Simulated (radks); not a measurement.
Problem. Spherical quantum dot in the effective-mass picture: electrons in a hard-walled sphere of radius 4.88, with a point charge +1 (a donor) at the centre, all in effective atomic units (hartree* = m*/eps^2 hartree, bohr* = eps/m* bohr), one dielectric constant everywhere. Method: non-relativistic Kohn-Sham, PBEsol, spin-polarised, spherical densities; computed with a radial shooting solver with Libxc functionals. Levels are named by radial order and angular momentum (1s, 1p, 1d, 2s, ...), and open shells are averaged over m. Results are scaled to m* = 0.161 and eps = 6.6, for which hartree* = 100.6 meV and bohr* = 2.169 nm. At N = 26 the configuration is 1s2 1p6 1d10 2s(up 1, down 0) 1f(up 7, down 0). Does electron 27 go into 2s down or 1f down or 1g up?

Solution. Into 1f down. The total energies of the other choices lie higher by 10.3 meV (2s down), 24.8 meV (1g up).
